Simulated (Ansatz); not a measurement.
Reaction (ligand exchange at the Sn–C bond): `N=[C](S)[SnH3]` + `FCS` → `FC[S][SnH3]` + `N=CS`

Program: Ansatz. Geometries: PBE0-D4/def2-TZVP. ΔE: electronic, gas phase. CBS: MP2 limit from def2 TZ/QZ plus the TZ coupled-cluster correction, frozen cores. This one scheme is used for every species. Functionals use def2-TZVPP. def2 core potentials past Kr. For Sn outer-core shells are correlated without core-valence functions, which leaves a few kJ/mol of doubt a bond. Each species was taken in one conformer, which may not be the lowest.

`N=[C](S)[SnH3]`:

```xyz
9

N    -1.941   -0.581   -0.279
C    -0.684   -0.570   -0.411
S    -0.005   -1.769   -1.516
Sn    0.668    0.795    0.607
H    -2.271    0.131    0.369
H     1.283   -1.421   -1.367
H    -0.343    1.790    1.555
H     1.755   -0.086    1.580
H     1.538    1.710   -0.538
```

`FCS`:

```xyz
6

F     0.571   -0.627    1.272
C     0.276    0.272    0.274
S    -1.279   -0.072   -0.540
H     1.098    0.265   -0.443
H     0.175    1.263    0.720
H    -0.841   -1.101   -1.283
```

`FC[S][SnH3]`:

Cartesian coordinates in Å:
```
F 1.249 0.083 -1.640
C 1.547 0.353 -0.322
S 0.276 1.333 0.489
Sn -1.524 -0.269 0.395
H 2.465 0.943 -0.289
H 1.694 -0.603 0.186
H -2.605 0.169 1.635
H -2.289 -0.215 -1.125
H -0.813 -1.794 0.671
```

`N=CS`:

Cartesian coordinates in Å:
```
N 0.786 -0.624 0.396
C 0.096 0.376 0.058
S -1.449 0.250 -0.749
H 1.648 -0.331 0.851
H 0.368 1.424 0.224
H -1.450 -1.094 -0.780
```

```csv
level,ΔE (kcal/mol),difference from CCSD(T)/CBS
PBE-D4,-18.9,0.2
r2SCAN-D4,-19.8,-0.7
ωB97X-V,-19.9,-0.8
PBE,-19.1,0.0
r2SCAN,-19.9,-0.8
PBE0,-20.2,-1.1
MP2/def2-TZVPP,-18.9,0.2
SCS-MP2/def2-TZVPP,-18.9,0.2
HF/def2-QZVPP,-22.2,-3.1
HF/CBS(def2),-22.2,-3.1
CCSD(T)/CBS,-19.1,0
```

Largest T1 diagnostic among the species: 0.015.

In def2-TZVPP, CCSD(T) changes the Hartree–Fock value by +4.0 kcal/mol (the triples alone add +0.5 kcal/mol) and MP2 by +3.5 kcal/mol. From PBE to PBE0 (25 % exact exchange), in def2-TZVPP and without D4, ΔE moves by −1.1 kcal/mol.
